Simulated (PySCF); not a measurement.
CuI, SMILES [Cu][I] (connectivity only; charge and spin as stated), charge +1, multiplicity 2. Geometry optimised at B3LYP-D3(BJ)/def2-TZVP. The spin state was assumed, not searched. The def2 effective core potentials stand for the cores of I; spin–orbit coupling is left out.

The numbers are results of B3LYP-D3(BJ)/def2-TZVP in PySCF, not measurements.

Harmonic wavenumbers (cm⁻¹): 207. Rotational constants (GHz): 1.987 (linear); symmetry number 1.

Problem. Work out the zero-point energy and the ideal-gas rigid-rotor harmonic-oscillator thermochemistry at 298.15 K and 1 atm.

Solution. ZPE = ½ Σ hcν = ½ × 207 cm⁻¹ = 0.30 kcal/mol. H − E(el) = 2.71 kcal/mol. Entropy in cal/(mol K): translation 41.64, rotation 17.98, vibration 2.07, spin 1.38, total 63.07. G − E(el) = -16.09 kcal/mol. Cp = 8.79 cal/(mol K).
